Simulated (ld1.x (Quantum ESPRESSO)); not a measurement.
# Plane-wave convergence, PAW potential for platinum

platinum (Pt), PAW, made with ld1.x (Quantum ESPRESSO) 7.5 (LDA (PZ), scalar-relativistic). Core [Xe] 4f14, reference 5d9 6s0.5 6p0.5. Waves: 6s (bound): rcut 1.65, rcutus 2.25 bohr; 6s channel at 2.2 Ry: rcut 1.65, rcutus 2.25 bohr; 6p (bound): rcut 2.60, rcutus 3.50 bohr; 6p channel at 1.65 Ry: rcut 2.60, rcutus 3.50 bohr; 5d (bound): rcut 2.00, rcutus 2.20 bohr; 5d channel at -0.05 Ry: rcut 2.00, rcutus 2.20 bohr. Local part: all-electron potential smoothed inside 2.65 bohr (lloc = -1). Core correction: a·sin(br)/r model core, default radius (core density twice the valence density). Augmentation charge: BESSEL, radius 1.55 bohr.

The pseudo-atom Hamiltonian at the reference potential is diagonalised in spherical Bessel functions j_l(qr) that vanish at 20 bohr, with q² up to the cutoff. All-electron valence levels (Ry): 6s -0.4966, 6p -0.1157, 5d -0.5438.

Question: How do the lowest levels (Ry) of each channel move with the cutoff, and are there ghosts?

Answer:

```json
{"cutoff (Ry)": "8", "s #1": "-0.4962", "s #2": "-0.0231", "p #1": "-0.1157", "d #1": "-0.2356", "d #2": "0.0439", "f #1": "0.0929", "f #2": "0.2154", "Σ f·Δε (mRy)": "2774.3"}
{"cutoff (Ry)": "10", "s #1": "-0.4963", "s #2": "-0.0231", "p #1": "-0.1157", "d #1": "-0.3709", "d #2": "0.0421", "f #1": "0.0929", "f #2": "0.2154", "Σ f·Δε (mRy)": "1557.0"}
{"cutoff (Ry)": "15", "s #1": "-0.4965", "s #2": "-0.0231", "p #1": "-0.1157", "d #1": "-0.5147", "d #2": "0.0408", "f #1": "0.0929", "f #2": "0.2154", "Σ f·Δε (mRy)": "262.1"}
{"cutoff (Ry)": "18", "s #1": "-0.4965", "s #2": "-0.0231", "p #1": "-0.1157", "d #1": "-0.5402", "d #2": "0.0406", "f #1": "0.0929", "f #2": "0.2154", "Σ f·Δε (mRy)": "32.9"}
{"cutoff (Ry)": "25", "s #1": "-0.4965", "s #2": "-0.0231", "p #1": "-0.1157", "d #1": "-0.5433", "d #2": "0.0406", "f #1": "0.0929", "f #2": "0.2154", "Σ f·Δε (mRy)": "4.4"}
{"cutoff (Ry)": "30", "s #1": "-0.4966", "s #2": "-0.0231", "p #1": "-0.1157", "d #1": "-0.5435", "d #2": "0.0406", "f #1": "0.0929", "f #2": "0.2154", "Σ f·Δε (mRy)": "3.2"}
{"cutoff (Ry)": "40", "s #1": "-0.4966", "s #2": "-0.0231", "p #1": "-0.1157", "d #1": "-0.5438", "d #2": "0.0406", "f #1": "0.0929", "f #2": "0.2154", "Σ f·Δε (mRy)": "0.5"}
{"cutoff (Ry)": "45", "s #1": "-0.4966", "s #2": "-0.0231", "p #1": "-0.1157", "d #1": "-0.5438", "d #2": "0.0406", "f #1": "0.0929", "f #2": "0.2154", "Σ f·Δε (mRy)": "0.4"}
{"cutoff (Ry)": "400", "s #1": "-0.4966", "s #2": "-0.0231", "p #1": "-0.1157", "d #1": "-0.5438", "d #2": "0.0406", "f #1": "0.0929", "f #2": "0.2154", "Σ f·Δε (mRy)": "0.0"}
```

Result: no extra level below or beside the all-electron valence levels (s, p, d, f tested); 10 mRy is reached at 21 Ry and 1 mRy at 35 Ry.
